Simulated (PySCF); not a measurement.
**Spinor energies of Pt⁵²⁺ (platinum, charge +52)**

Start: [Ar] 3d8; 3d3/2 filled at m_j = -3/2, -1/2, +1/2, +3/2; 3d5/2 filled at m_j = -1/2, +1/2, +3/2, +5/2. Calculated with PySCF 2.14 in an even-tempered Gaussian basis (15 s from 14 bohr⁻², ratio 2.8; 13 p from 18 bohr⁻², ratio 2.8; 8 d from 18 bohr⁻², ratio 2.8; 3 f from 66 bohr⁻², ratio 3): generalised Hartree-Fock with the X2C-1e Hamiltonian and a Gaussian nucleus; one run each with spin-orbit coupling (SO) switched off, then screened by Boettger's factors.

```tsv
spinor shell	electrons	ε, spin-free (eV)	ε, screened SO (eV)	weight of nominal j (screened SO)	rms radius, screened SO (bohr)
1s1/2	2	-81924.2	-81894.2	1.000	0.0194
2s1/2	2	-17012.6	-17002.3	1.000	0.0779
2p1/2	2	-15165.9	-16421.0	1.000	0.0660
2p3/2	4	-15165.9	-14666.9	1.000	0.0737
3s1/2	2	-6135.6	-6132.6	1.000	0.194
3p1/2	2	-5581.2	-5886.7	1.000	0.185
3p3/2	4	-5581.2	-5457.1	1.000	0.200
3d3/2	4	-5030.3	-5082.5	0.996	0.173
3d5/2	4	-5030.3	-4991.8	0.998	0.177
```

```tsv
quantity	spin-free	screened SO
E (hartree)	-16182.51249	-16211.05016
M_J	4	4
⟨J²⟩	20.000	20.000
⟨L²⟩	12.000	13.205
⟨S²⟩	2.000	1.794
```

Each row is a mean over spinors that exchange with the open shell spreads, by up to 41.049 eV (3p3/2).

Breit and QED terms are absent; they matter most for the inner s and p1/2 levels.

Densities and radii are taken from the X2C orbitals without a picture-change correction, which distorts them close to the nucleus.

Without spin-orbit coupling the j labels of p, d and f shells carry no meaning; the spin-free column gives the mean over the occupied spinors of each nl shell.
